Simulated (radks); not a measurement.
Species: Rh2+. Configuration: [Kr] 4d7. All-electron calculation, Dirac Kohn-Sham, PBE, spin-unpolarised, spherical densities, finite nucleus; open shells are shared between the two j in proportion to 2j + 1; Fermi nuclear charge, rms radius 4.4945 fm. Program: a radial shooting solver on a logarithmic mesh with Libxc functionals. Some entries of the table are withheld. Estimate them.

orbital,occ.,eigenvalue (eV),<r^2> (bohr^2),<1/r> (bohr^-1)
1s1/2,2,-23046.60,0.001438,47.05
2s1/2,2,-3358.547,0.02368,10.79
2p1/2,2,-3111.171,(1),10.77
2p3/2,4,-2966.554,(2),10.17
3s1/2,2,(3),0.1746,3.743
3p1/2,2,-520.7454,0.1707,3.646
3p3/2,4,-495.8652,0.1802,3.503
3d3/2,4,-324.4616,0.1623,3.330
3d5/2,6,-319.5548,0.1652,3.293
4s1/2,2,-103.3998,1.083,(4)
4p1/2,2,-73.9201,1.273,1.290
4p3/2,4,-69.9825,1.347,1.246
4d3/2,2.8,-26.0067,2.465,(5)
4d5/2,4.2,-25.5612,2.520,(6)

Answer. 
(1) 2p1/2 <r^2> (bohr^2): 0.01777
(2) 2p3/2 <r^2> (bohr^2): 0.01911
(3) 3s1/2 eigenvalue (eV): -617.5711
(4) 4s1/2 <1/r> (bohr^-1): 1.410
(5) 4d3/2 <1/r> (bohr^-1): 0.9313
(6) 4d5/2 <1/r> (bohr^-1): 0.9202
